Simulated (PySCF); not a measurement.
**Highest orbital energy against ionisation energy along the second row**

Calculated with PySCF 2.14, no spin-orbit coupling. Each cell gives −ε(HOMO) / ΔSCF in eV; NIST values include spin-orbit coupling, (s) semi-empirical, (t) theoretical.

```
                        species              UHF              LDA              PBE             PBE0           r2SCAN  NIST (lowest levels)
Be⁺ (dyall-av3z, spin-free X2C)  18.132 / 18.130  14.301 / 18.256  14.474 / 18.499  15.484 / 18.460  14.634 / 18.191                18.211
 B⁺ (dyall-av3z, spin-free X2C)  23.785 / 23.449  19.413 / 24.560  19.510 / 24.613  20.798 / 24.568  19.736 / 24.271                25.155
 C⁺ (dyall-av3z, spin-free X2C)  24.874 / 24.167  17.806 / 24.772  17.949 / 24.852  19.790 / 24.834  18.642 / 24.999                24.383
 N⁺ (dyall-av3z, spin-free X2C)  30.375 / 29.203  22.004 / 30.058  22.017 / 29.899  24.238 / 29.909  22.796 / 30.136            29.601 (s)
 O⁺ (dyall-av3z, spin-free X2C)  36.203 / 34.569  26.439 / 35.584  26.360 / 35.274  28.969 / 35.307  27.291 / 35.480                35.121
 F⁺ (dyall-av3z, spin-free X2C)  35.642 / 33.376  26.173 / 35.269  26.440 / 35.413  29.021 / 35.242  27.034 / 35.111                34.971
Ne⁺ (dyall-av3z, spin-free X2C)  42.086 / 39.254  31.233 / 41.434  31.227 / 41.131  34.208 / 40.993  32.017 / 41.127                40.963
```

How far is −ε(HOMO) from ΔSCF on average for each method, and why?

UHF 1.28 eV; LDA -7.51 eV; PBE -7.39 eV; PBE0 -5.26 eV; r2SCAN -6.74 eV. Hartree-Fock orbital energies lack relaxation and so exceed the ΔSCF value; semilocal functionals have convex E(N) from self-interaction, so their HOMO lies far too high; exact exchange moves hybrids part of the way back.
